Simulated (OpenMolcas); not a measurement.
# Ni4+: moving or changing the point charges

Ni4+ among 6 point charges of -2 e arranged as a tetragonal octahedron (D4h), 2.06 Å from the ion, with the axial distance 1.916 Å.
```
   2.0600    0.0000    0.0000  -2.00
   0.0000    2.0600    0.0000  -2.00
  -2.0600    0.0000    0.0000  -2.00
   0.0000   -2.0600    0.0000  -2.00
   0.0000    0.0000    1.9158  -2.00
   0.0000    0.0000   -1.9158  -2.00
```

```
Program             : OpenMolcas
Method              : SS-CASPT2, IPEA 0.25 Eh, imaginary shift 0.1 Eh (closed shells correlated: 3s 3p)
Basis               : ANO-RCC-VDZP [5s4p2d1f]
Scalar Hamiltonian  : DKH2, point nucleus
Active space        : 6 electrons in 5 orbitals (3d)
State averaging     : 2S+1 = 5 even, 5 roots; 2S+1 = 3 even, 45 roots; 2S+1 = 1 even, 50 roots
Spin-orbit coupling : RASSI with atomic mean-field integrals over the reference wave functions
```

Runs around this geometry, states (labels of D4, the rotations of D4h). Energies in cm-1 above the lowest state or level, χT in cm3 K/mol.

```
R (Å)  q (e)  Axial / equatorial distance  Ground state  First state of that spin  First gap with spin-orbit (degeneracies)  χT at 300 K  First state of another spin
 2.06     -2                         0.86           5B2                  5B1 2420                                  1 (1, 1)        4.131                    3A2 28880
 2.06   -1.3                         0.93           5B2                    5E 850                                  5 (1, 1)        4.808                    3A2 28330
 1.85     -2                         0.93           5B2                   5E 1730                                  3 (1, 1)        3.985                     3E 27710
 2.06     -2                         0.93           5B2                   5E 1320                                  3 (1, 1)        4.372                    3A2 28380
 2.25     -2                         0.93           5B2                   5E 1040                                  3 (1, 1)        4.735                    3A2 28440
```

Taking the first state of the same spin as R^-n, n = -ln(1040 / 1730) / ln(2.25 / 1.85) = 2.6 between the shortest and longest distance.

Scaling the charges by -1.3 / -2 = 0.65 scales the first state of the same spin by 850 / 1320 = 0.64; with fixed orbitals a first-order splitting would follow the charge.

Point charges give a weaker field than real ligands, and real ions of this kind are often low spin; the high spin found here belongs to the model. Free-ion shares, where given, are those of the reference states; single-state CASPT2 does not remix them. The ground term spreads over less than 5000 cm-1, several times less than with real ligands, so orbital moments are less quenched and χT lies further from the spin-only value than at real sites (holds for R = 2.06, q = -1.3, ratio = 0.93; R = 2.06, q = -2, ratio = 0.93; R = 2.25, q = -2, ratio = 0.93). This is an electrostatic model: the charges have no orbitals. No measured value stands beside these numbers.
